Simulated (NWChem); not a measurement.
C4H3NO; SMILES C#C/C=N/C=O

```xyz
9

C     -0.2913     3.0318    -0.0062
C     -0.0395     1.8473     0.0620
C      0.2914     0.4674     0.2050
N     -0.0205    -0.4080    -0.6695
C      0.2683    -1.7447    -0.3885
O      0.0319    -2.2942     0.6543
H     -0.5251     4.0789    -0.0822
H      0.8399     0.1911     1.1256
H      0.6980    -2.2755    -1.2687
```
Atoms are numbered in this order, from 1.

Results from NWChem. The geometry was optimised at PBE0/def2-SVP. Level: PBE0/def2-SVP with SMD (1 M gas to 1 M solution), gas-phase geometry.

For solvent toluene:

```
Item                                         Result
-------------------------------------------  ------
cavity-dispersion-structure term (kcal/mol)    -0.4
dipole in solution (D)                         3.15
```

**Question.** Estimate the same quantities for solvent water.

**Answer.** The cavity-dispersion-structure term (kcal/mol) is 4.3 and the dipole in solution (D) is 3.76.
